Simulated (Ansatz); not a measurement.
One change: `N[Si](F)([SiH3])Cl` becomes `N[Si](F)(F)[SiH3]`.

Ansatz, PBE0-D4/def2-TZVP geometries, multiplicity 1. Each molecule was computed in one conformer, which needn't be the lowest.

| property | `N[Si](F)([SiH3])Cl` |
| --- | --- |
| zero-point energy (PBE0-D4/def2-TZVP) / kJ/mol | 147.2 |
| HOMO energy (PBE/def2-TZVPP) / eV | -6.70 |
| HOMO energy (B3LYP/def2-TZVPP) / eV | -7.87 |
| LUMO energy (ωB97M-V/def2-TZVPP) / eV | 1.55 |
| size of the dipole moment (PBE/def2-TZVPP) / D | 2.31 |
| HOMO–LUMO gap (ωB97M-V/def2-TZVPP) / eV | 11.88 |

Task: What does the change do to each property? (An estimate is asked.)

Result: The calculation gave: 
| property | `N[Si](F)(F)[SiH3]` | shift |
| --- | --- | --- |
| zero-point energy (PBE0-D4/def2-TZVP) / kJ/mol | 150.3 | 3.1 |
| HOMO energy (PBE/def2-TZVPP) / eV | -6.75 | -0.05 |
| HOMO energy (B3LYP/def2-TZVPP) / eV | -7.96 | -0.09 |
| LUMO energy (ωB97M-V/def2-TZVPP) / eV | 1.67 | 0.12 |
| size of the dipole moment (PBE/def2-TZVPP) / D | 2.30 | -0.01 |
| HOMO–LUMO gap (ωB97M-V/def2-TZVPP) / eV | 12.16 | 0.28 |

With PBE0 the HOMO falls by 0.08 eV and the LUMO rises by 0.15 eV, so the gap widens by about 0.23 eV. PBE moves the HOMO by -0.05 eV and ωB97M-V by -0.16 eV. Dipoles are sizes alone; their direction can turn.

B3LYP here is the variant with VWN-RPA as its local correlation; programs differ in this.
